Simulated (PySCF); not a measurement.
## Predicted spectroscopic data

Computational details: NMR shieldings at PBE0/pcSseg-1/GIAO, coordinates at the GFN2-xTB level, in PySCF 2.14 (no relativistic terms, no solvent model, one computed conformer, equivalent nuclei averaged).

Referencing at the same level of theory: 1H (31.72 ppm), 13C (186.93 ppm) vs TMS. Splittings of carbon signals by F and P are missing where no couplings were computed. Where no couplings were computed, multiplicities follow the n + 1 count of equivalent neighbours, and m marks all less simple cases (inequivalent or close neighbours, rings, F or P nearby). Shifts are as computed. Against solution values, carbons near 30 ppm lie about +3 ppm off and those near 130 ppm about +5 ppm. Of 1211 compounds with measured shifts, 218 miss one by over three times the rms of a fit or turn the order of signals round; such compounds aren't used in these exercises. OH and NH positions are gas-phase values without hydrogen bonding to other molecules.

Compound 1 (C$_{2}$H$_{8}$O$_{2}$Si$_{3}$). 1H NMR (400 MHz, computed): δ 5.68 (m, 2H), 5.64 (m, 2H), 5.03 (d, 2H), 2.01 (t, 1H), 0.17 (br s, 1H). 13C{1H} NMR (computed): δ 102.7, 88.8. Structure: `C#C[SiH2]O[SiH2][SiH2]O`.

Compound 2 (C$_{7}$H$_{8}$F$_{4}$O). 1H NMR (400 MHz, computed): δ 4.75 (m, 1H), 4.63 (m, 1H), 3.98 (m, 1H), 2.83 (m, 1H), 2.69 (m, 1H), 1.89 (s, 3H). 13C{1H} NMR (computed): δ 160.6, 133.5, 97.3, 91.1, 67.9, 32.3, 22.4. Structure: SMILES FC([C@]1(F)CC=C(C)OC1)(F)F.
